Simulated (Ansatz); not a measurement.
Basis-set extrapolation for CHF2NSi (`N#C[SiH](F)F`) (PBE0-D4/def2-TZVP geometry, frozen core, Ansatz). Multiplicity 1, RHF reference.

|  | cc-pV(T+d)Z | cc-pV(Q+d)Z |
| --- | --- | --- |
| HF | -580.980290 | -581.010291 |
| MP2 correlation | -0.947160 | -1.025442 |
| CCSD(T) correlation | -0.990012 | -1.065603 |

Energies in hartree. Use E(X) = E(∞) + A·exp(−5.46·√X) for Hartree–Fock and E(X) = E(∞) + B·X^(−3.05) for correlation, with X = 3 and 4.

Question: What is the CCSD(T) energy at the basis-set limit?

Answer: HF limit: -581.010291 + (-0.030001) × 0.30130 = -581.01933. Correlation limit: -1.065603 + (-0.075591) × 0.71189 = -1.11942. Total: -582.13875 hartree, 442.3 kJ/mol below CCSD(T)/cc-pV(T+d)Z.
